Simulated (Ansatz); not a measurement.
`C[BH][Ga]([NH2])[OH]` → B• + C• + Ga• + 7 H• + N• + O•  (atomization)

Calculated with Ansatz (gas phase, PBE0-D4/def2-TZVP geometries, no zero-point term in ΔE). CBS: MP2 limit from def2 TZ/QZ plus the TZ coupled-cluster correction, frozen cores. This one scheme is used for every species, atoms too. Functionals use def2-TZVPP. B3LYP here is the variant with VWN-RPA as its local correlation; programs differ in this. HSE06 is defined as in plane-wave codes. Open shells (•) are unrestricted, without spin–orbit coupling. Spin–orbit coupling would lower the free atoms: a little for B, C, O; clearly for Ga. For Ga outer-core shells are correlated without core-valence functions, so the limit isn't a true one: a few kJ/mol of doubt a bond, and 10 to 20 or more in all where bonds break to atoms. Scalar relativity is left out up to krypton. Each species was taken in one conformer, which may not be the lowest.

| level | ΔE (kJ/mol) | difference from CCSD(T)/CBS |
| --- | --- | --- |
| LDA (SPW92) | 4784.1 | 588.5 |
| PBE-D4 | 4253.3 | 57.7 |
| revPBE-D4 | 4141.9 | -53.7 |
| BLYP-D4 | 4174.9 | -20.7 |
| r2SCAN-D4 | 4196.1 | 0.5 |
| PBE0-D4 | 4177.6 | -18.0 |
| B3LYP-D4 | 4181.8 | -13.8 |
| r2SCANh-D4 | 4167.9 | -27.7 |
| r2SCAN0-D4 | 4127.9 | -67.7 |
| HSE06-D4 | 4180.4 | -15.2 |
| BHLYP-D4 | 4062.4 | -133.2 |
| CAM-B3LYP-D4 | 4210.0 | 14.4 |
| ωB97X-V | 4199.0 | 3.4 |
| ωB97M-V | 4191.9 | -3.7 |
| B2PLYP | 4146.6 | -49.0 |
| PBE-QIDH | 4157.2 | -38.4 |
| PBE | 4232.2 | 36.6 |
| revPBE | 4081.8 | -113.8 |
| r2SCAN | 4190.8 | -4.8 |
| PBE0 | 4159.6 | -36.0 |
| B3LYP | 4147.7 | -47.9 |
| r2SCANh | 4162.2 | -33.4 |
| r2SCAN0 | 4121.6 | -74.0 |
| HSE06 | 4163.5 | -32.1 |
| BHLYP | 4034.9 | -160.7 |
| CAM-B3LYP | 4191.5 | -4.1 |
| LC-ωPBE | 4187.4 | -8.2 |
| HF/def2-SVP | 3022.8 | -1172.8 |
| MP2/def2-SVP | 3990.9 | -204.7 |
| CCSD/def2-SVP | 3896.7 | -298.9 |
| CCSD(T)/def2-SVP | 3934.2 | -261.4 |
| MP2/def2-TZVPP | 4156.4 | -39.2 |
| SCS-MP2/def2-TZVPP | 4141.7 | -53.9 |
| CCSD/def2-TZVPP | 4028.6 | -167.0 |
| HF/def2-QZVPP | 3008.9 | -1186.7 |
| MP2/def2-QZVPP | 4220.4 | 24.8 |
| SCS-MP2/def2-QZVPP | 4215.1 | 19.5 |
| HF/CBS(def2) | 3009.8 | -1185.8 |
| MP2/CBS(def2) | 4264.3 | 68.7 |
| CCSD/CBS(def2) | 4136.5 | -59.1 |
| CCSD(T)/CBS | 4195.6 | 0 |

Largest T1 diagnostic among the species: 0.014.

In def2-TZVPP, CCSD(T) changes the Hartree–Fock value by +1084.9 kJ/mol (the triples alone add +59.1 kJ/mol) and MP2 by +1153.6 kJ/mol; breaking electron pairs costs correlation energy, which Hartree–Fock lacks. From PBE to PBE0 (25 % exact exchange), in def2-TZVPP and without D4, ΔE moves by −72.6 kJ/mol: exact exchange takes away binding that semilocal exchange gives to molecules. The D4 term adds +34.0 kJ/mol with B3LYP and +18.0 kJ/mol with PBE0; it sums over pairs of atoms, weighted by their polarisabilities, and B3LYP, whose exchange is more repulsive, gets the larger term.

For atomizations the MP2-based limit and the directly extrapolated one differ by several kJ/mol either way, and by 10 to 25 for some Ge, Se and Sn compounds, so smaller differences from it don't rank the levels.
